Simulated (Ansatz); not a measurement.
Species: H₄BNO₂, charge 0, singlet. H4BNO2 (aminoboronic acid, SMILES NB(O)O).
B3LYP-D3(BJ)/def2-TZVP minimum from Ansatz (a quantum-chemistry and plane-wave program):
```
B
O 1 1.3833
H 2 0.9591 1 115.57
O 1 1.3833 2 124.21 3 0.00
H 4 0.9591 1 115.57 2 0.00
N 1 1.4075 2 117.89 3 -180.00
H 6 1.0033 1 122.34 2 0.00
H 6 1.0033 7 115.31 1 -180.00
```

Total energies in cc-pVDZ, 24 correlated electrons, 4 frozen orbitals. Radicals and triplets start from unrestricted determinants; spin-orbit coupling is neglected. Cores are frozen in correlated methods. No relativity.

```csv
method,program,energy (Eh),minus CCSDT(Q) (mEh)
HF,Ansatz,-231.35997,666.55
MP2,Ansatz,-231.98507,41.44
CCSD,Ansatz,-232.00945,17.07
CCSD(T),Ansatz,-232.02433,2.19
CCSDT(Q),Ansatz,-232.02652,0.00
```

Rough core times of Ansatz's runs on a shared machine: CCSD(T) under 20 s, CCSDT(Q) 3 min.
